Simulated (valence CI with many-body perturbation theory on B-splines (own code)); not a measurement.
# Basis-set convergence for Xe⁴⁷⁺

Calculated by valence CI with perturbative core correlation (CI+MBPT): five valence electrons over a frozen Dirac-Fock core [He], radial functions for each j: 9 s, 9 p, 8 d, 6 f, 3 g, 1 h, with the one-electron correlation potential Σ1 (screened to all orders), the two-electron term Σ2, the three-electron term Σ3, Breit, model QED; selected single and double excitations, second order for the rest, scaled by the run's own slope (own B-spline code, finite nucleus).

The last digits are not significant, and no measured levels were compared; by estimate large intervals hold to a few tenths of a per cent, small ones and those within an open d or f shell to about a per cent. Among the levels kept, up to 3800 cm⁻¹ of a level comes from second order outside the variational space, and about a tenth of that is noise between levels of different J, which matters for small intervals.

The reference run has the lowest level (2s^2 2p1/2^2 2p3/2) J=3/2 and an ionisation energy of 8381.78 eV. Its largest variational space holds 20000 state functions.

Levels are named by their leading jj configuration (3d3/2^4 stands for four electrons in 3d with j = 3/2), which in mixed levels can hold well under half, so a name can repeat and another be missing. Letters in brackets count levels of one name in rising energy.

Changed runs:
A. basis 6 s, 6 p, 5 d, 3 f, 1 g
B. basis 5 s, 5 p, 4 d, 2 f

Excitation energies of the reference run in cm⁻¹, and shifts in cm⁻¹:

```tsv
Level	Reference	A	B
(2s^2 2p1/2 2p3/2^2) J=3/2	2599230	-41	-263
(2s^2 2p1/2 2p3/2^2) J=5/2	2760610	+113	+173
(2s^2 2p1/2 2p3/2^2) J=1/2	3012520	+60	+236
(2s 2p1/2^2 2p3/2^2) J=5/2	4357600	-51	-230
(2s 2p1/2^2 2p3/2^2) J=1/2	4911420	+1.3	+179
(2s 2p1/2^2 2p3/2^2) J=3/2	4923980	+88	+292
(2s^2 2p3/2^3) J=3/2	5621250	+41	+24
(2s 2p1/2 2p3/2^3) J=3/2 [a]	7120330	-87	-315
(2s 2p1/2 2p3/2^3) J=5/2	7382040	+114	+200
(2s 2p1/2 2p3/2^3) J=1/2	7678350	+43	+136
(2s 2p1/2 2p3/2^3) J=3/2 [b]	7768590	+163	+453
(2p1/2^2 2p3/2^3) J=3/2	9712830	+30	+258
Ionisation energy (eV)	8381.78	-0.024	-0.12
```
